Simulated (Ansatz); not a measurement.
Frontier orbitals of `C#CB(O)F`.

Charge 0, multiplicity 1. The structure was optimised at the PBE0-D4/def2-TZVP level. It is one conformer, not always the lowest. Basis def2-TZVPP, Ansatz.

Orbital energies of one run (eV). Highest occupied ones, from the top: -11.56, -11.65, -13.64, -13.80, -15.01, -16.25, -17.05, -17.88, -19.37, -20.02, -24.76, -32.21, -36.29, -185.57. Empty: 1.32, 2.54, 2.84, 3.92, 4.36, 4.72.

(1) Which functional gave them?
A. CAM-B3LYP
B. PBE
C. LC-ωPBE
D. B3LYP

Results:

(1) C. HOMO energies: LC-ωPBE -11.56, B3LYP -8.43, PBE -7.39, CAM-B3LYP -10.09 eV.

B3LYP here is the variant with VWN-RPA as its local correlation; programs differ in this. LC-ωPBE has ω = 0.4 bohr⁻¹.
